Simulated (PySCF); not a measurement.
## From HF to CCSD(T): MC along the halogens

HF and CCSD(T) in PySCF with def2-TZVPP on every atom (core potentials on I), for the lowest determinant that a PBE0 search found; no spin–orbit coupling.

| molecule | state (unpaired electrons) | HF Re (Å) | HF ωe (cm⁻¹) | HF De (eV) | CCSD(T) Re (Å) | CCSD(T) ωe (cm⁻¹) | CCSD(T) De (eV) |
| --- | --- | --- | --- | --- | --- | --- | --- |
| CF | doublet (π ↑) | 1.254 | 1414 | 3.49 | 1.278 | 1312 | 5.53 |
| CCl | doublet (π ↑) | 1.659 | 873 | 2.28 | ? | ? | ? |
| CBr | doublet (π ↑) | 1.837 | 719 | 1.65 | 1.824 | 734 | 3.41 |
| CI | doublet (π ↑) | 2.056 | 616 | 1.02 | 2.027 | 642 | 2.83 |

Question: Estimate the CCSD(T) values of CCl by adding the mean shift from HF to CCSD(T) of the other rows, and compare with the calculation.

Answer: The mean shifts are -0.6 pm, -20 cm⁻¹ and +1.87 eV, which give 1.653 Å, 853 cm⁻¹ and 4.15 eV. CCSD(T)/def2-TZVPP gives Re = 1.656 Å, ωe = 873 cm⁻¹, De = 4.00 eV.

Question: What are the mean differences of HF from CCSD(T) over the whole series?

Answer: Re +0.5 pm, ωe +15 cm⁻¹, De -1.83 eV.

In a basis of this size CCSD(T) is itself not converged; it tends to give bonds that are too long and too weak.

Correlated steps freeze the inner cores (2 to 10 orbitals); shallow outer-core shells are correlated. Spin–orbit coupling is left out, which matters for elements this heavy, above all for dissociation energies. States were picked by a PBE0 search and need not be the measured ground states.
